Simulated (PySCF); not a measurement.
**Electronic structure of He⁺ (helium, charge +1) at the UHF level**

Configuration: 1s1, 2S determinant. Calculation: PySCF 2.14, in x2c-QZVPPall with one added diffuse shell each of s, p, d type (5s4p3d1f, 39 functions); the spin-free X2C one-electron Hamiltonian (Gaussian nucleus).

```json
{"Total energy": "-1.999947 hartree", "One-electron energy": "-1.9999 hartree", "Hartree (Coulomb) energy": "0.6247 hartree", "Exchange energy": "-0.6247 hartree", "⟨S²⟩": "0.7500", "⟨L²⟩": "0.000", "Sum of ⟨r⟩": "0.7502 bohr", "Sum of ⟨r²⟩": "0.7502 bohr²", "Langevin diamagnetic susceptibility": "-0.594 ×10⁻⁶ cm³/mol"}
```

| shell | electrons | mean orbital energy (eV) | rms radius, mean of both spins (bohr) |
| --- | --- | --- | --- |
| 1s α | 1 | -54.421 | 0.866 |
